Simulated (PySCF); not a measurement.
## Which enantiomer?

Computed, not measured: TDDFT wB97X-D/aug-cc-pVDZ circular dichroism and optical rotation, one conformer, gas phase in PySCF 2.14.0. Geometry: GFN2-xTB.

Values for one enantiomer of C₆H₅F, R in 10⁻⁴⁰ esu² cm² (velocity form):
| λ (nm) | f | R |
| --- | --- | --- |
| 215 | 0.022 | +43.2 |
| 207 | 0.007 | -27.1 |
| 192 | 0.020 | -3.3 |
| 184 | 0.018 | -28.6 |
| 183 | 0.005 | +1.2 |
| 178 | 0.020 | -32.3 |
| 174 | 0.336 | -1.1 |
| 171 | 0.026 | -24.9 |
| 167 | 0.027 | +7.5 |
| 164 | 0.101 | +46.7 |
| 163 | 0.013 | -2.5 |
| 160 | 0.027 | +45.2 |

[α] at 589.3 nm: +152 deg dm⁻¹ (g/mL)⁻¹ (origin-invariant length gauge).

Question: Which structure gives these signs?
A. C#C[C@H]1C(=C)[C@H]1F
B. C#C[C@@H]1C(=C)[C@@H]1F

Answer: B. Its CIP labels in SMILES order are R, R; the other enantiomer gives every sign reversed.

Geometry of C#C[C@@H]1C(=C)[C@@H]1F as run:
```xyz
12

C     2.557   -0.374    0.732
C     1.381   -0.562    0.602
C    -0.030   -0.739    0.453
C    -0.753    0.094   -0.534
C    -0.942    0.424   -1.785
C    -0.985    0.374    0.882
F    -0.478    1.518    1.427
H     3.589   -0.230    0.846
H    -0.371   -1.755    0.628
H    -1.591    1.240   -2.058
H    -0.458   -0.107   -2.589
H    -1.919    0.116    1.370
```
